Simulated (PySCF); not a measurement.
Q: Give a PBE0-D3(BJ)/def2-SVP geometry of `F[Te](F)(F)(F)(F)F`.

A: 
```
atom  x, y, z in Å
F1    -0.606   -1.499   -0.961
Te2    0.005   -0.004   -0.007
F3     1.724   -0.753    0.066
F4     0.615    1.490    0.947
F5    -1.711    0.749   -0.080
F6    -0.434   -0.855    1.606
F7     0.443    0.843   -1.622
```

Any rigid rotation of these coordinates is as good. Atoms count from 1 in this order. All 6 F–Te bonds measure 1.875 to 1.876 Å. Te2 (tellurium bonded to 6 F) is octahedral (the three widest angles are 180.0°, 179.9° and 179.8°, the others run from 89.9° to 90.1°).

Bonds between heavy atoms (Å): F1–Te2 1.875, Te2–F3 1.876, Te2–F4 1.875, Te2–F5 1.876, Te2–F6 1.876, Te2–F7 1.876.

Theory: PySCF 2.14.0, PBE0-D3(BJ)/def2-SVP geometry optimisation, gas phase, def2 core potentials past Kr.

Point group: Oh (tolerance 0.08 Å). Not checked by PBE0-D3(BJ)/def2-SVP frequencies.

Hardware: one thread of an AMD EPYC 7R43 (shared host). Cost: 68 s, 0.48 GiB resident at most. That covers the optimisation of the geometry.
